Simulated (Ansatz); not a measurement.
Basis sets compared for cis-[TiF2(H2O)4]+ (TiO4F2H8⁺). Total charge 1; doublet. Geometry B3LYP-D4/def2-SVP. Ansatz on 4 threads of Intel Xeon 6975P-C on a shared host; times are rough, and most runs start from earlier orbitals.

```xyz
15

F    -0.2158   -0.2387   -2.0541
F    -0.1991   -2.0002    0.5575
O     0.3041    0.2859    1.7986
O     0.0931    1.7996   -0.3779
O    -2.2509   -0.1785   -0.1598
O     2.0722   -0.7818   -0.5099
Ti   -0.0777   -0.4285   -0.2819
H     1.0705    0.8464    1.9943
H     0.2991   -0.4248    2.4594
H    -0.5161    2.3490    0.1390
H     0.0694    2.1396   -1.2868
H    -2.7280   -0.8045    0.4088
H    -2.6777   -0.2304   -1.0313
H     2.4215   -0.6532   -1.4071
H     2.3354   -1.6800   -0.2488
```

No other spin state of charge 1 was run. Another isomer (doublet) lies 0.15 eV lower at PBE0-D4/def2-TZVP; other spin states weren't run for this one.

| level | functions | energy (Eh) | HOMO (eV) | LUMO (eV) | wall time |
| --- | --- | --- | --- | --- | --- |
| PBE-D4/def2-SVP | 155 | -1353.6620 | -7.18 | -6.40 | 2.2 s |
| PBE0-D4/def2-SVP | 155 | -1353.6896 | -9.84 | -5.31 | 4.1 s |

Task: Estimate the rows for PBE-D4/def2-TZVP (with forces), PBE0-D4/def2-TZVP.

Result: 
| level | functions | energy (Eh) | HOMO (eV) | LUMO (eV) | wall time |
| --- | --- | --- | --- | --- | --- |
| PBE-D4/def2-TZVP (with forces) | 279 | -1354.3948 | -7.50 | -6.72 | 4.9 s |
| PBE0-D4/def2-TZVP | 279 | -1354.4146 | -9.97 | -5.43 | 12 s |
